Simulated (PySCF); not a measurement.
# Polarisability and C₆ of Si⁻ (silicon, charge -1)

[Ne] 3s2 3p3, high-spin 4S determinant. All numbers are calculated (PySCF 2.14, the non-relativistic Hamiltonian (point nucleus), in aug-cc-pwCVQZ (10s9p7d5f3g, 134 functions)). Coupled (time-dependent) response in atomic units; α is the mean over directions.

```json
{"method": "UHF", "mean α (bohr³)": "118.0", "C₆ (like pair)": "1631", "S(−4)": "6881"}
{"method": "M06-2X", "mean α (bohr³)": "147.5", "C₆ (like pair)": "2161", "S(−4)": "11840"}
```

S(−4) is the Cauchy moment in α(ω) = α(0) + S(−4) ω² + …

α(iu) at UHF:

```csv
u (hartree),α(iu) (bohr³)
0,118.0
0.0500,103.8
0.100,79.72
0.200,46.22
0.300,28.96
0.500,13.99
0.750,7.224
1.00,4.397
1.50,2.154
2.00,1.305
3.00,0.6591
5.00,0.2906
```

A single London oscillator, α(iu) = α/(1 + u²/ω²), gives C₆ = (3/4) ω α². Matching the computed C₆ needs ω = 4 × 1631 / (3 × 118.0²) = 0.156 hartree.

For an ion, C₆ is the dispersion term alone; charge-induced terms of lower order in 1/R come first.
